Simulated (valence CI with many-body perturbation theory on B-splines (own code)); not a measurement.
# Forbidden lines of I11+

Level of theory: relativistic CI+MBPT: six valence electrons over a frozen Dirac-Fock core [Kr], radial functions for each j: 7 s, 7 p, 8 d, 6 f, 4 g, 1 h, with the one-electron correlation potential Σ1, the two-electron term Σ2, the three-electron term Σ3, Breit, model QED; selected CI, second order for the rest, scaled by the run's own slope (own B-spline code, finite nucleus).

No measured spectrum was set against this ion. As an estimate, terms of the open shell hold to 2 to 4 % of their energy, and close levels can change places. Core correlation moves these levels by up to 3200 cm⁻¹, and in measured spectra 5 to 20 % of such shifts remained as error; rates that hang on mixing are uncertain with them. Not all symmetries were solved, so the list stops early. Among the levels kept, up to 1100 cm⁻¹ of a level comes from second order outside the variational space, and about a tenth of that is noise between levels of different J, which matters for small intervals. Only levels of the ground parity were solved; by the run's estimate the other parity begins above the list, which can be wrong where configurations are misplaced.

Lines 1 to 6 of 6 in falling wavelength, among levels below 4.033 eV, chosen from the decays that carry over 1 % of a level's rate. Wavelengths and rates use the calculated energies, so an error of 2000 cm⁻¹ moves a line at 527.8 nm by 11 % and its rate by three times that or more. Weak lines are less certain than strong ones. Lines between different terms over intervals too small for the method are left out, as are lines whose strength nearly cancels. Intervals below about 2000 cm⁻¹, as at the head of this list, are uncertain by tens of per cent.

Names give the largest LS component (configuration and term), which can be under half, so a name can repeat, a term be missing and a line seem to break the LS rules; names also repeat where a configuration has a term twice.

| λ vac (nm) | Upper | Lower | Type | A (s⁻¹) | Branch % |
| --- | --- | --- | --- | --- | --- |
| 11400 | 4d6 5D_0 | 4d6 5D_1 | M1 | 9.47e-02 | 100.0 |
| 11300 | 4d6 5D_2 | 4d6 5D_3 | M1 | 3.45e-02 | 99.3 |
| 2414 | 4d6 5D_1 | 4d6 5D_2 | M1 | 5.42e+00 | 100.0 |
| 1160 | 4d6 5D_3 | 4d6 5D_4 | M1 | 2.09e+01 | 100.0 |
| 527.8 | 4d6 3H_4 | 4d6 5D_3 | M1 | 4.48e+00 | 5.2 |
| 362.8 | 4d6 3H_4 | 4d6 5D_4 | M1 | 8.09e+01 | 94.8 |
